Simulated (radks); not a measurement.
Excited configurations of neutral bromine: one electron is placed in a higher orbital outside [Ar] 3d10 4s2 4p4. The ground configuration is [Ar] 3d10 4s2 4p5. Calculated with a radial shooting solver on a logarithmic mesh with Libxc functionals: scalar-relativistic Kohn-Sham, PBE, spin-polarised, spherical densities, finite nucleus; open shells are filled with parallel spins first; Fermi nuclear charge, rms radius 4.1629 fm. Excitation = E - E(ground); binding = E(ion) - E, where the ion is the core of charge +1; n* = 1/sqrt(2 binding) in atomic units, and the quantum defect is n - n*.

[
 {"outer orbital": "4d", "excitation (eV)": "9.769", "binding (eV)": "2.080", "quantum defect": "1.443", "eigenvalue (eV)": "-0.675", "<r> (bohr)": "7.294"},
 {"outer orbital": "5s", "excitation (eV)": "7.793", "binding (eV)": "4.057", "quantum defect": "3.169", "eigenvalue (eV)": "-2.305", "<r> (bohr)": "5.488"},
 {"outer orbital": "5p", "excitation (eV)": "9.210", "binding (eV)": "2.640", "quantum defect": "2.730", "eigenvalue (eV)": "-1.445", "<r> (bohr)": "7.460"},
 {"outer orbital": "5d", "excitation (eV)": "10.508", "binding (eV)": "1.342", "quantum defect": "1.816", "eigenvalue (eV)": "-0.732", "<r> (bohr)": "13.86"},
 {"outer orbital": "5f", "excitation (eV)": "11.177", "binding (eV)": "0.672", "quantum defect": "0.501", "eigenvalue (eV)": "-0.405", "<r> (bohr)": "28.30"},
 {"outer orbital": "6p", "excitation (eV)": "10.417", "binding (eV)": "1.433", "quantum defect": "2.918", "eigenvalue (eV)": "-0.870", "<r> (bohr)": "14.92"},
 {"outer orbital": "6d", "excitation (eV)": "10.992", "binding (eV)": "0.858", "quantum defect": "2.018", "eigenvalue (eV)": "-0.534", "<r> (bohr)": "23.93"},
 {"outer orbital": "7s", "excitation (eV)": "10.753", "binding (eV)": "1.096", "quantum defect": "3.477", "eigenvalue (eV)": "-0.719", "<r> (bohr)": "20.70"},
 {"outer orbital": "7p", "excitation (eV)": "10.956", "binding (eV)": "0.894", "quantum defect": "3.099", "eigenvalue (eV)": "-0.582", "<r> (bohr)": "24.85"},
 {"outer orbital": "7d", "excitation (eV)": "11.255", "binding (eV)": "0.595", "quantum defect": "2.219", "eigenvalue (eV)": "-0.394", "<r> (bohr)": "36.62"}
]

The Delta-SCF ionisation energy is 11.850 eV (NIST Atomic Spectra Database: 11.814 eV, measured). Self-interaction in the functional shifts the binding energies and quantum defects, so they are the method's values and not measured ones. Open shells are spherical and high-spin; term and fine-structure splittings are not resolved.
